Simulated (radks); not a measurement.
The numbers below are computed, except where a source is named.
All-electron atom: the barium ion Ba+ in [Xe] 6s1.

Level of theory: non-relativistic Kohn-Sham, exchange-only B88, spin-polarised, spherical densities, point nucleus; open shells are filled with parallel spins first (spin-orbit coupling, left out, can overturn this in heavy ions); relativity is left out, which matters for an element this heavy (a radial shooting solver on a logarithmic mesh with Libxc functionals).

Energy parts (eV):
part                  energy
total             -214518.23
kinetic            214518.23
electron-nucleus  -507871.40
Hartree             83977.30
exchange            -5142.36

Orbitals (lengths in bohr, moments of r in powers of bohr; <r^-3> diverges for s and p1/2; r(max) is where P^2 peaks):
| orbital | occ. | eigenvalue (eV) | <r^4> | <r^-3> | r(max) |
|---|---|---|---|---|---|
| 1s up | 1 | -35575.76 | 2.446e-06 | - | 0.01797 |
| 1s down | 1 | -35575.75 | 2.446e-06 | - | 0.01797 |
| 2s up | 1 | -5474.501 | 0.0004278 | - | 0.09903 |
| 2s down | 1 | -5474.496 | 0.0004278 | - | 0.09903 |
| 2p up | 3 | -5166.237 | 0.0002766 | 5839 | 0.07731 |
| 2p down | 3 | -5166.233 | 0.0002766 | 5839 | 0.07731 |
| 3s up | 1 | -1158.005 | 0.01727 | - | 0.2802 |
| 3s down | 1 | -1157.999 | 0.01727 | - | 0.2802 |
| 3p up | 3 | -1026.103 | 0.01629 | 1123 | 0.2668 |
| 3p down | 3 | -1026.096 | 0.01629 | 1123 | 0.2668 |
| 3d up | 5 | -780.4561 | 0.01271 | 185.4 | 0.2159 |
| 3d down | 5 | -780.4505 | 0.01271 | 185.4 | 0.2159 |
| 4s up | 1 | -229.4379 | 0.4544 | - | 0.6526 |
| 4s down | 1 | -229.4236 | 0.4543 | - | 0.6526 |
| 4p up | 3 | -181.3069 | 0.5449 | 234.4 | 0.6655 |
| 4p down | 3 | -181.2912 | 0.5448 | 234.4 | 0.6655 |
| 4d up | 5 | -97.6147 | 0.8879 | 31.37 | 0.6932 |
| 4d down | 5 | -97.5941 | 0.8874 | 31.37 | 0.6932 |
| 5s up | 1 | -35.7720 | 16.00 | - | 1.534 |
| 5s down | 1 | -35.7009 | 15.71 | - | 1.534 |
| 5p up | 3 | -23.3405 | 28.60 | 31.89 | 1.693 |
| 5p down | 3 | -23.2100 | 27.17 | 32.29 | 1.692 |
| 6s up | 1 | -7.2889 | 761.7 | - | 4.071 |

The highest occupied level is 6s up at -7.289 eV. The density falls to 0.001 e/bohr^3 at r = 4.78 bohr. Summed over all electrons, <r^2> = 68.82 bohr^2, which gives a Langevin (diamagnetic) susceptibility term of -54.5 x 10^-6 cm^3/mol.
